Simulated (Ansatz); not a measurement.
Species: sum formula SOF (charge -1, singlet). 
Structure (B3LYP-D3(BJ)/def2-TZVP (Ansatz, a quantum-chemistry and plane-wave program) minimum search):
```
S
O 1 1.5312
F 1 1.7849 2 106.75
```
Charge -1, spin multiplicity 1.

Basis-set convergence of Hartree-Fock and MP2 correlation energies (hartree) with Ansatz. Cores are frozen in the correlated levels unless marked. No spin-orbit coupling. No relativistic terms. This anion needs diffuse functions, which these sets lack.

```csv
basis,functions,E(HF),"E(corr, MP2)"
cc-pV(D+d)Z,51,-571.77849,-0.51037
cc-pV(T+d)Z,99,-571.87444,-0.68124
cc-pV(Q+d)Z,174,[?],[?]
```

Some entries are withheld; supply them.


- cc-pV(Q+d)Z, E(HF): -571.90030
- cc-pV(Q+d)Z, E(corr, MP2): -0.74635
